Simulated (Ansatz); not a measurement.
Calculated with Ansatz (gas phase, PBE0-D4/def2-TZVP geometries, no zero-point term in ΔE). CCSD(T)/CBS adds triple-zeta CCSD(T) − MP2 to the extrapolated MP2 energy (def2 sets, frozen cores). Functionals use def2-TZVPP. B3LYP here is the variant with VWN-RPA as its local correlation; programs differ in this. For Br, Ge outer-core shells are correlated without core-valence functions, which leaves a few kJ/mol of doubt a bond. Scalar relativity is left out up to krypton. Each species was taken in one conformer, which may not be the lowest.

`C[SiH2][SiH]1C=N1` + `[GeH3][Br]` → `[SiH3][SiH]1C=N1` + `[CH3][GeH2][Br]`  (redistribution)

| level | ΔE (kcal/mol) | difference from CCSD(T)/CBS |
| --- | --- | --- |
| PBE-D4 | 0.9 | 1.1 |
| r2SCAN-D4 | 0.8 | 1.0 |
| PBE0-D4 | 0.8 | 1.0 |
| B3LYP-D4 | 0.6 | 0.8 |
| ωB97X-V | 0.4 | 0.6 |
| PBE | 0.8 | 1.0 |
| PBE0 | 0.7 | 0.9 |
| B3LYP | 0.5 | 0.7 |
| MP2/def2-TZVPP | -0.6 | -0.4 |
| SCS-MP2/def2-TZVPP | -0.6 | -0.4 |
| CCSD(T)/def2-TZVPP | -0.4 | -0.2 |
| HF/def2-QZVPP | 0.2 | 0.4 |
| MP2/def2-QZVPP | -0.4 | -0.2 |
| SCS-MP2/def2-QZVPP | -0.4 | -0.2 |
| HF/CBS(def2) | 0.3 | 0.5 |
| CCSD/CBS(def2) | -0.2 | 0.0 |
| CCSD(T)/CBS | -0.2 | 0 |

Largest T1 diagnostic among the species: 0.017.
